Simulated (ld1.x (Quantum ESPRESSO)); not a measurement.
Which change was made? (B, PAW)

```json
{"Element": "boron (B)", "Generator": "ld1.x (Quantum ESPRESSO) 7.5", "Type": "PAW", "Functional": "LDA (PZ)", "Relativity": "non-relativistic", "Frozen core": "[He]", "Valence charge": "3", "Reference configuration": "2s2 2p1", "Partial waves": "2s (bound): rcut 1.40, rcutus 1.50 bohr; 2s channel at 0.05 Ry: rcut 1.40, rcutus 1.50 bohr; 2p (bound): rcut 2.65, rcutus 3.60 bohr; 2p channel at 0.45 Ry: rcut 2.65, rcutus 3.60 bohr; 3d channel at 0.5 Ry: rcut 2.75, rcutus 3.45 bohr", "Local potential": "all-electron potential smoothed inside 1.75 bohr (lloc = -1)", "Core correction": "Bessel-smoothed model core, default radius (core density twice the valence density)", "Augmentation charge": "GAUSS, radius 1.50 bohr"}
```

Cutoffs, loose and tight: the cutoffs (Ry, on a coarse ladder) from which the occupation-weighted sum of valence levels, in a spherical-Bessel basis at the reference potential, stays within 10 and 1 mRy of its value at 400 Ry. They do not see the model core or the augmentation charge, which bear on the density cutoff. Test errors are all-electron minus pseudo excitation energies from the reference, over the configurations 2s2 2p0; 2s1 2p0; 2s2 2p0.5; 2s1 2p2; 2s0 2p3; 2s1 2p1; 2s2 2p1.3 (two spin-polarised tests are not counted in the largest error); variants that change the core or the reference have their own tests. The largest error is taken over the tests solved by every variant that gives reliable tests at all, those not shown here included: 2s1 2p0; 2s2 2p0; 2s2 2p0.5.

The base gives: outcome: generated, overlap not positive; bound ghosts: not determined (overlap not positive); largest test error (meV): +101.

(1) After one change the result is: outcome: generated; cutoff, loose: 6 Ry; cutoff, tight: 12 Ry; bound ghosts: none; largest test error (meV): +101. Which change was it?
A. wave 2p channel at 0.45 Ry: rcut 2.65, rcutus 3.60 bohr becomes 2p channel at 0.08 Ry: rcut 2.65, rcutus 3.60 bohr
B. type TM semilocal; waves now 2s (bound): rc 1.50 bohr; 3d channel at 0.5 Ry: rc 3.45 bohr; 2p (bound): rc 3.60 bohr; local potential the p channel
C. local potential all-electron potential smoothed inside 1.98 bohr (lloc = -1)

## Answers

(1) A. The others give: local potential all-electron potential smoothed inside 1.98 bohr (lloc = -1) → outcome: generated, overlap not positive; bound ghosts: not determined (overlap not positive); largest test error (meV): +119 | type TM semilocal; waves now 2s (bound): rc 1.50 bohr; 3d channel at 0.5 Ry: rc 3.45 bohr; 2p (bound): rc 3.60 bohr; local potential the p channel → outcome: generated; cutoff, loose: 18 Ry; cutoff, tight: 50 Ry; bound ghosts: none; largest test error (meV): +484. A file whose overlap is not positive is unfit for use, and its test errors describe a broken file.
